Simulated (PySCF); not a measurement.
`Clc1ccccn1`, C5H4ClN

Geometry:
```tsv
atom	x (Å)	y (Å)	z (Å)
Cl1	2.603	-1.680	-0.112
C2	1.115	-0.818	-0.054
C3	1.123	0.571	-0.004
C4	-0.103	1.211	0.042
C5	-1.265	0.450	0.039
C6	-1.144	-0.929	-0.013
N7	0.022	-1.550	-0.059
H8	2.052	1.116	-0.002
H9	-0.151	2.289	0.081
H10	-2.236	0.917	0.075
H11	-2.010	-1.575	-0.019
```

The calculation used PySCF, TDDFT B3LYP/aug-cc-pVDZ excited states, vertical, gas phase. Geometry: GFN2-xTB.

Problem. Give the one- and two-photon strengths of the lowest singlets.

Solution. δ for parallel linear polarisation; σ at the peak of a Lorentzian of half width 0.1 eV, single beam; Ω is circular over linear.
| state | E (eV) | f | photon λ (nm) | δ (au) | σ (GM) | Ω | main |
| --- | --- | --- | --- | --- | --- | --- | --- |
| S1 | 5.04 | 0.003 | 492 | 0.63 | 0.01 | 1.50 | HOMO−1→LUMO 0.99 |
| S2 | 5.21 | 0.052 | 476 | 18.1 | 0.18 | 0.89 | HOMO→LUMO 0.85, HOMO−2→LUMO+1 0.14 |
| S3 | 5.28 | 0.000 | 470 | <0.1 | 0.00 | – | HOMO−1→LUMO+1 0.99 |
| S4 | 5.88 | 0.144 | 422 | 62 | 0.79 | 0.67 | HOMO→LUMO+1 0.87, HOMO−2→LUMO 0.10 |
| S5 | 6.15 | 0.005 | 403 | 29 | 0.40 | 1.50 | HOMO→LUMO+2 0.98 |

Among these, the strongest one-photon state is S4, the strongest two-photon state S4, with a dipole change of 1.9 D (relaxed, norm of the difference vector).
